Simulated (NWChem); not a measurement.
# dimethyl diselenide (C₂H₆Se₂); SMILES C[Se][Se]C

```xyz
10

C     -1.8360    -0.9453    -1.0678
Se    -1.1429     0.2784     0.3327
Se     1.1429    -0.2784     0.3327
C      1.8360     0.9453    -1.0678
H     -2.9204    -0.8007    -1.0829
H     -1.6024    -1.9773    -0.8058
H     -1.4163    -0.6879    -2.0408
H      2.9204     0.8007    -1.0829
H      1.6024     1.9773    -0.8058
H      1.4163     0.6879    -2.0408
```
Atoms are numbered in this order, from 1.

Results from NWChem. Pople sets run with spherical d functions. Structure relaxed at the B3LYP/6-31G* (spherical d) level. B3LYP is NWChem's, with the RPA form of VWN correlation. GIAO values for the isolated, static molecule; σ is the absolute isotropic shielding, δ = σ(reference) − σ with the isolated reference molecule computed at the same levels (13C: tetramethylsilane, 1H: tetramethylsilane). Spin-orbit effects, on the heavy nuclei and on their neighbours, are missing.

```csv
level,δ C1 (ppm),σ Se2 (ppm),δ H5 (rotor mean) (ppm)
B3LYP/6-311G**,24.6,1262.9,2.10
Hartree-Fock/6-31G*,19.0,1823.0,1.95
BHandHLYP/pcSseg-1,22.3,1427.8,2.07
KT2/pcSseg-1,23.5,1320.7,2.10
```
